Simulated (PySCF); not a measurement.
A calculated (PBE, PySCF 2.14, def2-TZVPPD, no relativity, point nucleus) atom or ion has these occupied shells.

| shell | electrons | orbital energy (eV) | rms radius, mean of both spins (bohr) |
| --- | --- | --- | --- |
| 1s α | 1 | -422.60 | 0.267 |
| 1s β | 1 | -420.08 | 0.267 |
| 2s α | 1 | -50.863 | 1.26 |
| 2p α | 2 | -39.434 | 1.25 |

Q: Name the element and its charge.

A: N²⁺ (nitrogen, charge +2), in [He] 2s1 2p2, high-spin 4P determinant (an excited configuration).
